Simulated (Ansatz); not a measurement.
```yaml
crystal:
  periodic: [false, false, false]
  atoms:
    - {symbol: C, position_ang: [-0.979897, 0.817413, 1.076909]}
    - {symbol: C, position_ang: [0.190033, 0.545067, 0.138910]}
    - {symbol: C, position_ang: [-0.074745, 1.081103, -1.264958]}
    - {symbol: Ga, position_ang: [0.671808, -1.375364, 0.106847]}
    - {symbol: O, position_ang: [1.847058, -2.134774, -1.003178]}
    - {symbol: O, position_ang: [-0.018821, -2.618546, 1.188123]}
    - {symbol: H, position_ang: [-1.890674, 0.310460, 0.743848]}
    - {symbol: H, position_ang: [-0.775617, 0.491012, 2.100105]}
    - {symbol: H, position_ang: [-1.206419, 1.889070, 1.116224]}
    - {symbol: H, position_ang: [1.078030, 1.052454, 0.536181]}
    - {symbol: H, position_ang: [-0.277932, 2.157765, -1.236485]}
    - {symbol: H, position_ang: [0.773476, 0.927145, -1.936993]}
    - {symbol: H, position_ang: [-0.946034, 0.603375, -1.722823]}
    - {symbol: H, position_ang: [2.256262, -1.522633, -1.616951]}
    - {symbol: H, position_ang: [-0.668429, -2.274245, 1.803542]}
basis:
  gaussian: {orbitals: cc-pVDZ}
total_charge: 4
magnetization: {spin_polarized: true, initial_magnetization: 0}
hamiltonian: {xc: {name: HSE06}, dispersion: d3bj}
output: {forces: true}
```

```sh
$ ansatz run in.yaml --threads 4 --pin off --events-out ev --progress --plain --max-ram 11315MiB
```

Shortened log:

```
Functional definition: HSE06
1361 factors; integrals over basis functions are off by at most 1.2e-3 eV
119 factors; integrals over basis functions are off by at most 2.4e-7 eV
mean field evaluation 1: about -59580.6918 eV, gradient 1.1e2 eV
mean field evaluation 2: about -59037.5242 eV, gradient 2.3e2 eV
mean field evaluation 4: about -59576.7741 eV, gradient 9.2e1 eV
mean field evaluation 8: about -59638.4061 eV, gradient 4.1e0 eV
mean field evaluation 16: about -59641.8301 eV, gradient 4.4e0 eV
mean field evaluation 32: about -59642.2668 eV, gradient 2.1e-5 eV
mean field -59642.26677452 eV, -2191.8128769833 hartree, gradient 2.8e-7 eV, S^2 1.621732; 11 other end points of the search recorded, 0 dependent functions left out
reference -59642.26681216 eV, -2191.8128783665 hartree; 35, 35 occupied and 107, 107 virtual orbitals, 1361 factors
Total energy: -59642.47900262 eV, -2191.8206762220 hartree
Atom 0 at    -0.979897     0.817413     1.076909 Å, force     3.240906    -5.689019    -0.953025 eV/Å
Atom 1 at     0.190033     0.545067     0.138910 Å, force    -4.754524     4.994193    -0.915782 eV/Å
Atom 2 at    -0.074745     1.081103    -1.264958 Å, force     3.301620    -5.179571     1.452563 eV/Å
Atom 3 at     0.671808    -1.375364     0.106847 Å, force     0.107913     1.920320     0.221511 eV/Å
Atom 4 at     1.847058    -2.134774    -1.003178 Å, force     1.134764    -2.586570    -0.570075 eV/Å
Atom 5 at    -0.018821    -2.618546     1.188123 Å, force     0.176455    -2.857998     0.579403 eV/Å
Atom 6 at    -1.890674     0.310460     0.743848 Å, force    -1.783088     0.806795    -0.719302 eV/Å
Atom 7 at    -0.775617     0.491012     2.100105 Å, force     0.345726     0.990658     1.268481 eV/Å
Atom 8 at    -1.206419     1.889070     1.116224 Å, force    -1.294246     2.930808     0.550721 eV/Å
Atom 9 at     1.078030     1.052454     0.536181 Å, force     2.377650    -0.426877     0.793714 eV/Å
Atom 10 at    -0.277932     2.157765    -1.236485 Å, force    -1.185617     2.776364    -0.634065 eV/Å
Atom 11 at     0.773476     0.927145    -1.936993 Å, force     0.729197     0.808086    -0.314941 eV/Å
Atom 12 at    -0.946034     0.603375    -1.722823 Å, force    -2.312258     0.725000    -0.752789 eV/Å
Atom 13 at     2.256262    -1.522633    -1.616951 Å, force     1.997883     0.976425    -2.371404 eV/Å
Atom 14 at    -0.668429    -2.274245     1.803542 Å, force    -2.082382    -0.188614     2.364991 eV/Å
Dipole moment:    -0.691410     1.636811    -0.107847 e Å
```

In this input the charge is far from anything that the molecule holds. Self-consistency was reached. The result belongs to that input, not to the molecule as meant.
